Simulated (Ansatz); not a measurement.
# Which is lower?

The two ends of one reaction step of AlN₂H₇S, singlet (PBE0-D4/def2-TZVP).

A:

```csv
atom,x (Å),y (Å),z (Å)
Al1,0.4844,-0.1071,0.2312
S2,1.5187,1.8116,-0.0030
N3,0.9685,-1.4282,-0.8318
N4,-0.7576,-0.3191,1.4677
H5,-1.3312,1.3885,-1.7116
H6,-1.8385,0.8408,-1.6646
H7,1.0394,2.2930,1.1563
H8,1.7561,-1.3904,-1.4569
H9,0.4998,-2.3145,-0.9145
H10,-1.1621,0.4247,2.0107
H11,-1.1776,-1.1992,1.7167
```

B:

```xyz
11
angstrom
Al -0.5456 -0.3228 -0.4612
S 0.9616 1.8908 -0.5783
N 0.8198 -1.4217 -0.8244
N -1.0882 -0.2479 1.2418
H 0.1345 2.7485 0.0427
H -1.5422 0.1655 -1.5989
H 1.5726 1.5545 0.5681
H 1.1189 -1.6588 -1.7559
H 1.2214 -2.0680 -0.1653
H -1.9931 0.0947 1.5193
H -0.6598 -0.7346 2.0119
```

Computed with Ansatz 0.2.0 (basis: def2-TZVPP); correlated methods freeze the cores. B3LYP uses VWN-RPA correlation.

Which structure is lower at CCSD(T), and by how much? (Judge from chemistry; the value comes from the calculation.)

Computed: A, by 68.9 kJ/mol (electronic energy, against the other). By their contacts, A is a complex of AlN₂H₅S ([NH2][Al]([NH2])[SH]) + H₂ and B is AlN₂H₇S ([NH2][AlH]([NH2])[SH2]).

All methods give the same order:

| method | E(B) − E(A) (kJ/mol) |
| --- | --- |
| SPW92 | 52.9 |
| PBE-D4 | 66.3 |
| BLYP-D4 | 68.7 |
| r2SCAN-D4 | 71.9 |
| B97M-V | 61.7 |
| PBE0-D4 | 66.0 |
| B3LYP-D4 | 67.9 |
| r2SCAN0-D4 | 70.2 |
| BHLYP-D4 | 66.6 |
| CAM-B3LYP-D4 | 64.7 |
| wB97X-V | 65.5 |
| wB97M-V | 66.7 |
| B2PLYP | 71.4 |
| PBE-QIDH | 69.2 |
| RPA on PBE | 64.4 |
| HF | 70.2 |
| MP2 | 75.9 |
| CCSD | 67.8 |
| CCSD(T) | 68.9 |

The T1 diagnostic stays at or below 0.010.

Labels in which every atom is bracketed show which atoms are joined, not bond orders.

For scale, one of the runs: CCSD(T)/def2-TZVPP, 244 basis functions, launched by `ansatz run in.yaml --threads 4 --pin off --events-out ev --progress --plain --max-ram 9574MiB`. Hardware: 4 CPU threads of an Arm Neoverse V1, shared host. Wall time 98 s; peak host memory 4.6 GiB.
